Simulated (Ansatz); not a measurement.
Start from `[CH3][GaH][SnH3]` and change one atom or group to get `[CH3][GaH][SeH]`.

Ansatz, PBE0-D4/def2-TZVP geometries, multiplicity 1. Each molecule was computed in one conformer, which needn't be the lowest.

Elements past krypton have def2 core potentials. Scalar relativity is left out up to krypton. Spin–orbit coupling is left out; it splits and shifts lone-pair levels of the heavy atoms by tenths of an eV.

| property | `[CH3][GaH][SnH3]` |
| --- | --- |
| ideal-gas entropy at 298 K and 1 bar (rigid rotor, harmonic PBE0-D4/def2-TZVP) / J/(mol·K) | 390 |
| HOMO–LUMO gap (PBE0/def2-TZVPP) / eV | 5.25 |
| HOMO–LUMO gap (PBE/def2-TZVPP) / eV | 3.48 |
| HOMO–LUMO gap (ωB97M-V/def2-TZVPP) / eV | 8.91 |
| size of the dipole moment (B3LYP/def2-TZVPP) / D | 1.48 |
| LUMO energy (PBE0/def2-TZVPP) / eV | -1.88 |

**Question.** Give the same properties after the change, and the shifts. (An estimate is asked.)

**Answer.** Ansatz gave: 
```tsv
property	`[CH3][GaH][SeH]`	shift
ideal-gas entropy at 298 K and 1 bar (rigid rotor, harmonic PBE0-D4/def2-TZVP) / J/(mol·K)	349	-41
HOMO–LUMO gap (PBE0/def2-TZVPP) / eV	6.00	0.75
HOMO–LUMO gap (PBE/def2-TZVPP) / eV	4.16	0.68
HOMO–LUMO gap (ωB97M-V/def2-TZVPP) / eV	9.81	0.90
size of the dipole moment (B3LYP/def2-TZVPP) / D	1.76	0.28
LUMO energy (PBE0/def2-TZVPP) / eV	-1.14	0.74
```

The zero-point energy changes by -29.7 kJ/mol with -6 modes. Dipoles are sizes alone; their direction can turn. Modes under 60 cm⁻¹, often nearly free rotors, make the harmonic entropy too high.

Positive LUMOs are unbound, so they and the gaps depend on the basis.

B3LYP here is the variant with VWN-RPA as its local correlation; programs differ in this.
